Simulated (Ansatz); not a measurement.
## Energy profile

The step: Si₂H₃F₃ ([F][Si]([F])([F])[SiH3]) → SiH₃F ([F][SiH3]) + SiF₂; bonds formed: Si1–F3; bonds broken: Si1–Si2, Si2–F3 (atoms numbered as in the saddle structure below).

```xyz
8
angstrom
Si -0.5943 -0.4850 0.8800
Si 0.2600 0.7132 -1.1351
F 1.1106 -0.2871 0.1359
F 0.7870 -0.0201 -2.4476
F 1.1453 2.0359 -1.0674
H -1.2005 0.6966 1.5321
H -1.5580 -1.3498 0.1643
H 0.0499 -1.3036 1.9378
```

Electronic energies by CCSD(T) at an estimated basis limit (MP2 extrapolated from triple and quadruple zeta, plus CCSD(T) − MP2 in triple zeta), on PBE0-D4/def2-TZVP structures; Si$_{2}$H$_{3}$F$_{3}$, singlet; no counterpoise correction. Ansatz 0.2.0; basis: def2-TZVPP and def2-QZVPP; cores frozen in the correlated methods. Extrapolation: Hartree–Fock as exp(−7.88 √X), correlation as X^−2.97.

**Question.** Give the profile in kJ/mol, counted from the start structure. (To be estimated.)

**Answer.** By the calculation:
```
                                                                                                                             point  kJ/mol
                                                                                                                   start structure     0.0
                                                                                                                            saddle   223.3
                                                                                                                     end structure   149.5
separated: SiH$_{3}$F (linked as [F][SiH3]; Si1, F3, H6, H7, H8; singlet) + SiF$_{2}$ (linked as [F][Si][F]; Si2, F4, F5; singlet)   165.2
```

The T1 diagnostic stays at or below 0.015. The restricted Hartree–Fock reference is unstable towards an unrestricted one at one or more of these structures.

Losses and insertions of silylenes and their heavier kin drive the gas-phase chemistry of silicon and germanium vapour deposition.

For scale, one of the runs: CCSD(T)/def2-TZVPP, 219 basis functions, launched by `ansatz run in.yaml --threads 4 --pin off --events-out ev --progress --plain --max-ram 9574MiB`. The run took 85 s on 4 CPU threads of an Arm Neoverse V2 (shared host), with 3.4 GiB of host memory at its peak.
